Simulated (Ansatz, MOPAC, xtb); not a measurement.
The molecule SeH+, multiplicity 3 (lowest of 2S+1 = 1, 3, 5 at CCSD(T)/def2-TZVPP on PBE0 minima; our sources give no spin for the ground state, which may be another). No spin–orbit coupling. Se is treated without relativity.

The constants come from a fifth-degree fit in 1/R (seven points, main isotopes). Runs in def2 and cc sets follow the lowest solution found near the PBE0 minimum.

The values were computed with Ansatz (an electronic-structure program); MOPAC for PM3, PM6, PM7 (differences of heats of formation); xtb for the GFN methods. Values without a source in brackets are computed. The GFN methods have no spin term and hold the electronic entropy of 300 K.

```
level                                r_e (Å)  ω_e (cm⁻¹)  α_e (cm⁻¹)  B_e (cm⁻¹)
-----------------------------------  -------  ----------  ----------  ----------
PM3                                    1.539        1708       -0.39        7.15
PM6                                    1.478        2396        0.10        7.75
PM7                                    1.461        2291       0.099        7.93
GFN1-xTB                               1.467        2202        0.30        7.87
GFN2-xTB                               1.463        1959        0.42        7.91
SVWN5/def2-TZVPP                       1.506        2243        0.21        7.47
PBE/def2-TZVPP                         1.505        2253        0.21        7.47
r2SCAN/def2-TZVPP                      1.489        2332        0.21        7.64
B97M-V/def2-TZVPP                      1.484        2345        0.22        7.69
B3LYP/def2-TZVPP                       1.494        2310        0.21        7.59
PBE0/def2-TZVPP                        1.490        2345        0.21        7.62
BHLYP/def2-TZVPP                       1.479        2408        0.21        7.74
CAM-B3LYP/def2-TZVPP                   1.487        2360        0.21        7.66
wB97X-V/def2-TZVPP                     1.484        2398        0.20        7.69
wB97M-V/def2-TZVPP                     1.484        2377        0.20        7.69
B2PLYP/def2-TZVPP                      1.485        2357        0.21        7.68
CCSD/def2-TZVPP                        1.483        2357        0.22        7.71
CCSD/def2-QZVPP                        1.480        2369        0.21        7.74
CCSD(T)/def2-TZVPP                     1.485        2337        0.22        7.68
CCSD(T)/def2-QZVPP                     1.483        2343        0.22        7.70
CCSD(T)/CBS(def2-TZVPP, def2-QZVPP)    1.482        2347        0.22        7.72
```

Correlated levels freeze the inner cores; with def2 sets outer-core shells near the valence are correlated too. CBS: X⁻³ extrapolation of the correlation energy, Hartree–Fock from the larger set. The state that PM3, PM6, PM7 reach isn't checked; PM7 holds dispersion and hydrogen-bond terms.
